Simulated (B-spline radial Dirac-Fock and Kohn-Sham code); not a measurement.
## Kohn-Sham estimates against Dirac-Fock for the levels of Hg⁴⁰⁺

System: the Hg⁴⁰⁺ ion, configuration [Kr] 4d4.

The density-functional columns are spherical, spin-unpolarised Dirac-Kohn-Sham results without Breit or QED terms: −ε is minus the orbital energy of the initial state and ΔSCF the difference of two total energies. The reference in the last column comes from Dirac-Fock ΔSCF + Breit + QED. All numbers are from a radial B-spline solver, in eV; a selection of levels is shown. The Kohn-Sham columns are given as differences from the reference. For the 1s level of heavy atoms much of the gap between ΔSCF and the reference is the Breit and QED part, -455.9 eV here; for other levels the error of the functional can be larger.

| level | LDA −ε − DF | LDA ΔSCF − DF | Dirac-Fock |
| --- | --- | --- | --- |
| K | -206.0 | +443.8 | 84941.8 |
| L1 | -198.7 | -53.9 | 16697.1 |
| L2 | -144.4 | +34.6 | 16057.0 |
| L3 | -164.3 | -10.1 | 14131.0 |
| M1 | -115.9 | -56.3 | 5365.9 |
| M2 | -95.5 | -32.6 | 5084.6 |
| M3 | -93.8 | -35.6 | 4642.2 |
| M4 | -67.7 | -1.3 | 4187.8 |
| M5 | -69.5 | -4.6 | 4094.5 |
| N1 | -48.9 | -17.7 | 2382.7 |
| N2 | -33.2 | -1.6 | 2253.6 |
| N3 | -34.2 | -4.5 | 2117.7 |
| N4,5 | -27.0 | +3.3 | 1911.2 |

Values without a named source are computed, but for edge energies of neutral atoms, which are taken from tables.
